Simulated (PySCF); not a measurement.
A run for PySCF: R-HF/STO-3G on LiAl, 2S+1 = 1, a spin state set in the input, which need not be the lowest, a point of a bond scan (R = 3.175 Å).

```python
from pyscf import gto, scf, dft, mp
from pyscf.data.elements import chemcore

mol = gto.M(
    atom='''
    Li    0.00000000    0.00000000    0.00000000
    Al    0.00000000    0.00000000    3.17462100
    ''',
    basis='sto-3g',
    charge=0, spin=0, verbose=3, max_memory=1800)
mf = scf.RHF(mol)
mf.conv_tol = 1e-8
mf.max_cycle = 100
mf.kernel()
if not mf.converged:
    mf = mf.newton().run(mf.mo_coeff, mf.mo_occ)
```

Task: Give the final energy of this run.

Result: -246.2963 hartree.
